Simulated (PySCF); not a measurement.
**H₂AsO + HF → AsHF + H₂O**

Level: PBE0 in the def2-TZVP basis family, all electrons, no relativity, computed in PySCF with density fitting; open shells unrestricted.

```json
{"species": "H₂AsO", "state and structure": "doublet, Cs, As–H 1.526 Å (×2), As–O 1.669 Å; H–As–H 100.0°, H–As–O 107.5° (×2)", "E (Eh)": "-2311.90897", "ZPE (kJ/mol)": "44.6", "H(298 K) − H(0) (kJ/mol)": "11.0", "S° (J/(mol K))": "260.9"}
{"species": "HF", "state and structure": "singlet, C∞v, H–F 0.920 Å", "E (Eh)": "-100.39188", "ZPE (kJ/mol)": "24.9", "H(298 K) − H(0) (kJ/mol)": "8.7", "S° (J/(mol K))": "173.6"}
{"species": "AsHF", "state and structure": "doublet, Cs, As–F 1.747 Å, As–H 1.536 Å; F–As–H 94.2°", "E (Eh)": "-2335.97851", "ZPE (kJ/mol)": "21.9", "H(298 K) − H(0) (kJ/mol)": "10.4", "S° (J/(mol K))": "257.7"}
{"species": "H₂O", "state and structure": "singlet, C2v, O–H 0.960 Å (×2); H–O–H 105.1°", "E (Eh)": "-76.37736", "ZPE (kJ/mol)": "56.5", "H(298 K) − H(0) (kJ/mol)": "9.9", "S° (J/(mol K))": "188.7"}
```

Q: What is the electronic reaction energy?

A: At PBE0/def2-TZVP, ΔE = -144.5 kJ/mol from the differences of the total energies times 2625.5, downhill. Ligand exchange with HF takes part in thermal etching.

Q: Add zero-point, thermal and entropy terms for 298.15 K and 1 bar.

A: ΔZPE = 8.9 and Δ[H(298) − H(0)] = 0.6 kJ/mol give ΔH° = -135.0 kJ/mol. ΔS° = 11.9 J/(mol K), so ΔG° = -135.0 − 298.15 × (0.0119) = -139 kJ/mol and log₁₀K = 24.3.

Each species is the lowest minimum found with this bonding; other isomers or fragments can lie lower.
